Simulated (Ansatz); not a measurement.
Reaction (substitution at a C–Se bond): `C/N=C\[Se][AlH2]` + H₂Se → `C/N=C/[SeH]` + `[AlH2][SeH]`

Calculated with Ansatz (gas phase, PBE0-D4/def2-TZVP geometries, no zero-point term in ΔE). CCSD(T)/CBS adds triple-zeta CCSD(T) − MP2 to the extrapolated MP2 energy (def2 sets, frozen cores). Double bonds are as drawn, so ΔE can hold a change between cis and trans. Functionals use def2-TZVPP. For Se outer-core shells are correlated without core-valence functions, which leaves a few kJ/mol of doubt a bond. Scalar relativity is left out up to krypton. One conformer a species, not always the lowest.

| level | ΔE (kJ/mol) |
| --- | --- |
| PBE-D4 | -3.6 |
| r2SCAN-D4 | -5.7 |
| ωB97X-V | -10.1 |
| ωB97M-V | -8.4 |

(1) What does CCSD(T)/CBS give? (Estimate.)

Largest T1 diagnostic among the species: 0.013.

Answers

(1) The calculation gave: -5.1 kJ/mol. The listed levels differ from it by 1.5, -0.6, -5.0, -3.3 kJ/mol.

In def2-TZVPP, CCSD(T) changes the Hartree–Fock value by +14.2 kJ/mol (the triples alone add +3.5 kJ/mol) and MP2 by +15.0 kJ/mol. The D4 term adds +8.3 kJ/mol with B3LYP and +4.6 kJ/mol with PBE0; it sums over pairs of atoms, weighted by their polarisabilities, and B3LYP, whose exchange is more repulsive, gets the larger term.

B3LYP here is the variant with VWN-RPA as its local correlation; programs differ in this.
